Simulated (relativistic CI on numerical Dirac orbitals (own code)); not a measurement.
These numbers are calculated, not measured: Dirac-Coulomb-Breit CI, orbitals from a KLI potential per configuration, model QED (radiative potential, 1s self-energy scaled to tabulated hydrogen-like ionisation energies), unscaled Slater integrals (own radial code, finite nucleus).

Configurations in the expansion (outside the closed core [Ne]): 3s2, 3s.3p, 3p2, 3s.3d, 3d2, 3p.3d, 3p.4s, 3d.4s, 3s.4s, 3s.4p, 3s.4d, 3s.4f, 3s.5s, 3s.5p, 3s.5d, 3s.5f, 4s2, 3s.5g, 3s.6s, 3s.6p, 3s.6d. Levels of other configurations are missing.

At this charge energies of transitions that change n are usually good to better than 1 %, and those within a shell (Δn = 0) to a few per cent.

Outline of the computed level scheme of La XLVI. Lowest level of each configuration: 3s2 1S_0 at 0.00 eV; 3s.3p 3P°_0 at 93.53 eV; 3p2 3P_0 at 225.46 eV; 3s.3d 3D_1 at 357.33 eV; 3p.3d 3F°_2 at 458.49 eV; 3d2 3F_2 at 723.40 eV; 3s.4s 3S_1 at 1697.04 eV; 3s.4p 3P°_0 at 1746.22 eV; 3p.4s 3P°_0 at 1809.61 eV.

Some strong electric-dipole decays among the lowest 43 levels: 3s.4p 1P°_1 → 3s2 1S_0 (1.4e+13 s⁻¹); 3s.4s 1S_0 → 3s.3p 1P°_1 (1.4e+13 s⁻¹); 3s.4s 3S_1 → 3s.3p 3P°_2 (1.0e+13 s⁻¹); 3s.4p 3P°_1 → 3s2 1S_0 (1.0e+13 s⁻¹); 3p.4s 3P°_1 → 3p2 1D_2 (5.7e+12 s⁻¹); 3s.4s 3S_1 → 3s.3p 3P°_1 (4.1e+12 s⁻¹); 3p.4s 3P°_1 → 3p2 3P_0 (3.0e+12 s⁻¹); 3s.4s 1S_0 → 3s.3p 3P°_1 (2.7e+12 s⁻¹).

LS names give the leading component of a level, which can be under half, so a name can repeat, a term be missing and a line seem to break the LS rules.
